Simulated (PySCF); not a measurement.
**Question.** What does the PBE0-D3(BJ)/def2-SVP structure of `S[SiH]1N[SiH2]N1` look like in three dimensions?

**Answer.** 
```
atom  x, y, z in Å
S1     2.691    0.724    0.032
Si2    0.643    0.632    0.650
N3    -0.068   -0.951    0.801
Si4   -1.283   -0.645   -0.417
N5    -0.566    0.941   -0.565
H6     2.497   -0.064   -1.049
H7     0.642    1.502    1.860
H8     0.200   -1.768    1.328
H9    -1.210   -1.514   -1.635
H10   -2.701   -0.665    0.059
H11   -0.783    1.757   -1.117
```

Any rigid rotation of these coordinates is as good. Atoms count from 1 in this order. The 4-membered ring Si2–N3–Si4–N5 has internal angles of 86.1° to 93.7° (sum 360°, against 360° for a flat polygon); it is planar, 0.00 Å rms from its mean plane, widest ring torsion 0°. Si4 (SiH2 silicon) has angles from 86.1° to 115.9°. N3 (nitrogen bridging silicon atoms) is planar (angles 133.7°, 132.3° and 93.7°, sum 359.7°, 0.04 Å off the plane of its three neighbours). Si2 (SiH silicon) has angles from 86.5° to 117.5°.

Bonds between heavy atoms (Å): S1–Si2 2.141, Si2–N3 1.742, N3–Si4 1.747, Si4–N5 1.748, Si2–N5 1.741.

Method used: PBE0-D3(BJ)/def2-SVP geometry optimisation, gas phase in PySCF.

Whether it is a minimum is left open (no frequencies). One conformer, not necessarily the lowest (H–S1–Si2–N3 52°).
